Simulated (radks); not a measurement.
Values are calculated unless marked as measured or tabulated.
The potassium anion K-, [Ar] 4s2, held by a Watson sphere: a shell of charge +1 at radius R that stands for the Madelung well of a crystal (potential energy -1/R inside, -1/r outside, in hartree with lengths in bohr). Level of theory: scalar-relativistic Kohn-Sham, LDA (Slater exchange, Perdew-Wang correlation), spin-polarised, spherical densities, point nucleus (a radial shooting solver on a logarithmic mesh with Libxc functionals). Response by self-consistent Sternheimer equations with the Hartree and adiabatic LDA kernel, the relativistic mass of each level held fixed and spin-orbit coupling left out. The sphere does not respond.

R (bohr)  e(3s) (eV)  e(3p) (eV)  e(4s) (eV)  <r> 4s (bohr)  sum of <r^2> (bohr^2)  X-ray form factor at sin(theta)/lambda = 0.3 1/angstrom  alpha (bohr^3)
2.87         -36.787     -20.508      -3.636          4.263                  61.62                                                   10.991           180.5
2.94         -36.640     -20.361      -3.623          4.280                  61.95                                                   10.991           182.9
3.92         -35.277     -18.983      -3.365          4.575                  67.74                                                   10.993           230.8
4.06         -35.157     -18.861      -3.322          4.621                  68.70                                                   10.993           239.6
4.99         -34.609     -18.298      -3.025          4.930                  75.39                                                   10.991           307.8
